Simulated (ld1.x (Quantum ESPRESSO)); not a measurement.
**Building the TM potential for boron (PBE, non-relativistic).**

B (Z = 5), norm-conserving Troullier–Martins (Kleinman–Bylander form), made with ld1.x (Quantum ESPRESSO) 7.5 (PBE, non-relativistic). Core [He], reference 2s1.75 2p1.25. Waves: 2s (bound): rc 1.20 bohr; 2p (bound): rc 2.80 bohr. Local part: all-electron potential smoothed inside 1.20 bohr (lloc = -1). Core correction: a·sin(br)/r model core inside 1.15 bohr.

All-electron outer shells of the reference configuration (PBE, non-relativistic, ld1.x):

| shell | level (eV) | outermost node (bohr) | outermost maximum (bohr) |
| --- | --- | --- | --- |
| 2s | -9.57 | 0.46 | 1.52 |
| 2p | -3.73 | – | 1.57 |

What the tests gave:

| Item | Value |
| --- | --- |
| Cutoffs needed | 21 Ry and 50 Ry (the cutoffs (Ry, on a coarse ladder) from which the occupation-weighted sum of valence levels, in a spherical-Bessel basis at the reference potential, stays within 10 and 1 mRy of its value at 400 Ry) |
| Ghost test | no extra level below or beside the all-electron valence levels (s, p, d, f tested) (spherical-Bessel basis up to 400 Ry, 20 bohr box) |
| Largest excitation error | +268 meV (all-electron minus pseudo) for 2s1 2p0, out of 7 test configurations |

Generation and tests took about 0.85 s on one core of a shared server CPU.
